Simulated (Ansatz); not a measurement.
Task: Name a neutral molecule of Al, C, Ge, S and H with HOMO–LUMO gap (B3LYP/def2-TZVPP) between 5.10 and 5.40 eV and LUMO energy (PBE0/def2-TZVPP) between -1.80 and -1.50 eV (Ansatz, PBE0-D4/def2-TZVP geometry).

Result: `C[S][AlH][GeH3]` (5.25 eV, -1.65 eV). Other molecules can fit too; these were computed, each in one conformer that needn't be the lowest.

B3LYP here is the variant with VWN-RPA as its local correlation; programs differ in this.
